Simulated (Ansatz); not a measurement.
Steps of a relaxation of `CB(C)C=O` with RKS PBE0-D4/def2-TZVP.

```sh
$ ansatz run in.yaml --threads 4 --pin off --events-out ev --progress --plain --max-ram 10444MiB
```

```yaml
crystal:
  periodic: [false, false, false]
  atoms:
    - {symbol: C, position_ang: [-1.369211, -0.266766, 0.619423]}
    - {symbol: B, position_ang: [0.023809, 0.111334, -0.000017]}
    - {symbol: C, position_ang: [1.332327, -0.724464, 0.241991]}
    - {symbol: C, position_ang: [0.093583, 1.315006, -1.031074]}
    - {symbol: O, position_ang: [-0.154388, 1.014893, -2.198135]}
    - {symbol: H, position_ang: [-1.529966, 0.418178, 1.486931]}
    - {symbol: H, position_ang: [-1.431054, -1.301678, 1.012000]}
    - {symbol: H, position_ang: [-2.215306, -0.074261, -0.071552]}
    - {symbol: H, position_ang: [1.308499, -1.336512, 1.166492]}
    - {symbol: H, position_ang: [2.281069, -0.153871, 0.187184]}
    - {symbol: H, position_ang: [1.360236, -1.446245, -0.610936]}
    - {symbol: H, position_ang: [0.377304, 2.389286, -0.768407]}
basis:
  gaussian: {orbitals: def2-TZVP}
hamiltonian: {xc: pbe0, dispersion: d4}
relax: {f_tol: 0.005, max_steps: 150}
```

Positions (Å) and forces (eV/Å) along the path, 10 of 20 steps:

```xyz
12
step=1 energy=-5943.3482 eV
C    -1.369   -0.267    0.619   -0.239    0.049    0.153
B     0.024    0.111    0.000    0.015   -0.127    0.109
C     1.332   -0.724    0.242    0.176   -0.207   -0.033
C     0.094    1.315   -1.031   -0.120   -0.028   -0.916
O    -0.154    1.015   -2.198    0.284    0.494    1.180
H    -1.530    0.418    1.487    0.064   -0.315   -0.375
H    -1.431   -1.302    1.012    0.046    0.506   -0.206
H    -2.215   -0.074   -0.072    0.404   -0.113    0.324
H     1.308   -1.337    1.166    0.017    0.320   -0.445
H     2.281   -0.154    0.187   -0.460   -0.262    0.042
H     1.360   -1.446   -0.611    0.000    0.329    0.382
H     0.377    2.389   -0.768   -0.187   -0.647   -0.216
12
step=3 energy=-5943.3903 eV rejected
C    -1.364   -0.264    0.625    0.038   -0.052    0.017
B     0.014    0.101   -0.004   -0.249    0.023    0.049
C     1.317   -0.720    0.236   -0.009    0.062   -0.015
C     0.068    1.301   -1.032    0.643   -0.175   -0.138
O    -0.127    1.038   -2.201   -0.214    0.073   -0.025
H    -1.519    0.412    1.477   -0.006    0.038    0.039
H    -1.415   -1.281    1.015   -0.015   -0.052    0.031
H    -2.202   -0.087   -0.051   -0.038    0.013   -0.033
H     1.295   -1.323    1.144   -0.012   -0.018    0.049
H     2.240   -0.141    0.197    0.055    0.030   -0.005
H     1.367   -1.425   -0.607   -0.002   -0.011   -0.038
H     0.403    2.334   -0.763   -0.189    0.069    0.071
12
step=6 energy=-5943.4070 eV
C    -1.363   -0.262    0.623    0.018   -0.006   -0.032
B     0.012    0.078   -0.030   -0.001    0.040    0.143
C     1.319   -0.727    0.240   -0.009   -0.009   -0.019
C     0.087    1.280   -1.055    0.005    0.002   -0.077
O    -0.166    1.088   -2.226   -0.004    0.010   -0.008
H    -1.506    0.434    1.463    0.019    0.016   -0.008
H    -1.417   -1.270    1.038   -0.004   -0.022    0.004
H    -2.207   -0.092   -0.049   -0.030   -0.001   -0.012
H     1.288   -1.333    1.147   -0.009   -0.012    0.015
H     2.236   -0.134    0.222    0.002    0.017   -0.011
H     1.399   -1.426   -0.607    0.018   -0.023   -0.019
H     0.393    2.309   -0.732   -0.006   -0.013    0.023
12
step=7 energy=-5943.4077 eV
C    -1.364   -0.262    0.623    0.022   -0.002   -0.010
B     0.013    0.078   -0.026   -0.020   -0.015    0.024
C     1.319   -0.728    0.240   -0.003    0.001   -0.001
C     0.087    1.277   -1.056   -0.004    0.014   -0.045
O    -0.168    1.091   -2.228    0.003   -0.002    0.017
H    -1.505    0.439    1.459   -0.001    0.012    0.008
H    -1.418   -1.268    1.042   -0.002   -0.010    0.006
H    -2.208   -0.094   -0.050   -0.011    0.003   -0.009
H     1.290   -1.336    1.146    0.001   -0.008    0.012
H     2.234   -0.132    0.222    0.011    0.008   -0.001
H     1.403   -1.425   -0.608    0.001   -0.007   -0.011
H     0.394    2.304   -0.728    0.002    0.006    0.011
12
step=8 energy=-5943.4077 eV
C    -1.362   -0.260    0.624    0.017   -0.010   -0.015
B     0.014    0.078   -0.025   -0.012    0.001    0.014
C     1.320   -0.731    0.238    0.001    0.001    0.011
C     0.086    1.277   -1.055    0.000   -0.002   -0.019
O    -0.163    1.090   -2.227   -0.004   -0.006   -0.012
H    -1.509    0.446    1.455    0.002    0.022    0.019
H    -1.417   -1.264    1.049   -0.003   -0.017    0.008
H    -2.204   -0.097   -0.053   -0.020    0.000   -0.015
H     1.289   -1.342    1.142    0.002   -0.011    0.013
H     2.235   -0.134    0.224    0.011    0.012   -0.002
H     1.406   -1.423   -0.613   -0.002   -0.011   -0.019
H     0.382    2.306   -0.726    0.007    0.020    0.017
12
step=9 energy=-5943.4078 eV
C    -1.363   -0.260    0.625    0.005   -0.011   -0.002
B     0.013    0.076   -0.024   -0.019   -0.001   -0.002
C     1.320   -0.732    0.237    0.005    0.002    0.006
C     0.084    1.277   -1.055    0.036   -0.011   -0.007
O    -0.159    1.090   -2.228   -0.012    0.000   -0.002
H    -1.510    0.452    1.452    0.000    0.008    0.006
H    -1.418   -1.262    1.056   -0.002    0.000    0.001
H    -2.205   -0.102   -0.054   -0.004   -0.002   -0.002
H     1.291   -1.345    1.140    0.001    0.001   -0.002
H     2.234   -0.133    0.224    0.001    0.001    0.000
H     1.408   -1.422   -0.616   -0.003    0.000   -0.005
H     0.382    2.305   -0.722   -0.007    0.012    0.006
12
step=10 energy=-5943.4078 eV rejected
C    -1.363   -0.260    0.625    0.004   -0.004   -0.006
B     0.013    0.077   -0.024   -0.018    0.008   -0.007
C     1.320   -0.732    0.237    0.004    0.002    0.004
C     0.085    1.278   -1.054    0.034   -0.008   -0.013
O    -0.160    1.092   -2.228   -0.013   -0.007    0.001
H    -1.512    0.453    1.450   -0.001    0.009    0.009
H    -1.416   -1.261    1.059   -0.002   -0.006    0.005
H    -2.205   -0.105   -0.054   -0.003   -0.001   -0.004
H     1.290   -1.346    1.139    0.002   -0.002    0.002
H     2.234   -0.134    0.225    0.002    0.003    0.000
H     1.407   -1.421   -0.617   -0.003   -0.002   -0.006
H     0.384    2.306   -0.723   -0.007    0.008    0.015
12
step=14 energy=-5943.4079 eV
C    -1.363   -0.259    0.628   -0.003    0.003    0.004
B     0.013    0.074   -0.023    0.000    0.002   -0.001
C     1.320   -0.735    0.234    0.000   -0.001   -0.001
C     0.086    1.276   -1.052    0.001    0.000    0.000
O    -0.153    1.093   -2.226   -0.001   -0.001    0.000
H    -1.522    0.472    1.436   -0.001   -0.003   -0.003
H    -1.414   -1.251    1.081    0.001    0.001   -0.001
H    -2.201   -0.122   -0.060    0.003    0.000    0.000
H     1.292   -1.358    1.130    0.000    0.000    0.000
H     2.234   -0.135    0.228    0.000    0.000    0.000
H     1.409   -1.415   -0.628    0.001    0.000    0.001
H     0.376    2.306   -0.715    0.000   -0.002    0.001
12
step=15 energy=-5943.4079 eV
C    -1.363   -0.259    0.629    0.000    0.001    0.002
B     0.014    0.074   -0.022   -0.001    0.000    0.001
C     1.320   -0.736    0.233    0.000    0.000   -0.002
C     0.086    1.277   -1.051    0.000    0.000   -0.003
O    -0.154    1.093   -2.225    0.000    0.000    0.001
H    -1.525    0.475    1.433   -0.001   -0.001   -0.001
H    -1.413   -1.249    1.085    0.000    0.000    0.000
H    -2.200   -0.126   -0.062    0.001    0.000   -0.001
H     1.292   -1.360    1.129    0.000    0.000    0.001
H     2.234   -0.136    0.228    0.000    0.000    0.000
H     1.409   -1.415   -0.629    0.001   -0.001    0.000
H     0.377    2.306   -0.713    0.001    0.000    0.001
12
step=20 energy=-5943.4079 eV
C    -1.363   -0.260    0.629    0.001    0.000   -0.001
B     0.015    0.075   -0.020    0.000   -0.002    0.001
C     1.321   -0.737    0.232    0.001    0.001    0.001
C     0.087    1.279   -1.046   -0.002    0.001   -0.002
O    -0.166    1.102   -2.219    0.001    0.001    0.002
H    -1.539    0.484    1.421    0.000    0.001    0.000
H    -1.409   -1.245    1.097    0.000    0.000    0.000
H    -2.194   -0.143   -0.072    0.000    0.000    0.000
H     1.296   -1.357    1.130    0.000    0.000    0.000
H     2.236   -0.138    0.219    0.000   -0.001    0.000
H     1.404   -1.420   -0.627   -0.001    0.000    0.000
H     0.390    2.304   -0.708    0.000    0.000    0.000
```

It took 3.5 min on 4 threads of an Intel Xeon on a shared host, with 0.47 GiB of host memory at the peak.
